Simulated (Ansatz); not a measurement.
Consider the cleavage of the Si–Sn bond: `[SiH3][Sn]([Cl])([Cl])[Cl]` + `CCCO` → `CCCO[SiH3]` + `[Cl][SnH]([Cl])[Cl]`.

Computed with Ansatz on PBE0-D4/def2-TZVP structures; ΔE is electronic, products minus reactants. CCSD(T)/CBS adds triple-zeta CCSD(T) − MP2 to the extrapolated MP2 energy (def2 sets, frozen cores). Functionals use def2-TZVPP. Elements past krypton have def2 core potentials. For Sn outer-core shells are correlated without core-valence functions, which leaves a few kJ/mol of doubt a bond. Each species was taken in one conformer, which may not be the lowest.

```
             level  ΔE (eV)
           ωB97X-V    -0.47
CCSD(T)/def2-TZVPP    -0.48
```

**Question.** What does CCSD(T)/CBS give? (An estimate is asked.)

**Answer.** Computed: -0.43 eV. The listed levels differ from it by -0.04, -0.05 eV.

Largest T1 diagnostic among the species: 0.011.

From PBE to PBE0 (25 % exact exchange), in def2-TZVPP and without D4, ΔE moves by −0.07 eV. In def2-TZVPP, CCSD(T) changes the Hartree–Fock value by +0.20 eV (the triples alone add +0.03 eV) and MP2 by +0.21 eV.
